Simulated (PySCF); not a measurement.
How ionic is MBi along the alkali metals?

PBE0 in PySCF with def2-SVP on every atom (core potentials on Rb, Cs, Bi), for the lowest determinant that a PBE0 search found; no spin–orbit coupling. A negative dipole means M(+)Bi(−).

```
 M  state (unpaired electrons)  Re (Å)  μ (D)
Li              triplet (π ↑↑)   2.689  -6.07
Na              triplet (π ↑↑)   2.991  -6.18
 K              triplet (π ↑↑)   3.407  -8.60
Rb              triplet (π ↑↑)   3.557  -8.93
Cs              triplet (π ↑↑)   3.736  -9.50
```

Problem. Give the ionic character |μ|/(e·Re) of each, with 1 e·Å = 4.803 D, and the positive end.

Solution. LiBi 47 % (Li positive), NaBi 43 % (Na positive), KBi 53 % (K positive), RbBi 52 % (Rb positive), CsBi 53 % (Cs positive). Lone pairs and polarisation enter μ too, so this number is only a rough measure of charge transfer.

These are scalar-relativistic numbers at best; spin–orbit coupling would shift them, the dissociation energy most. States were picked by a PBE0 search and need not be the measured ground states.
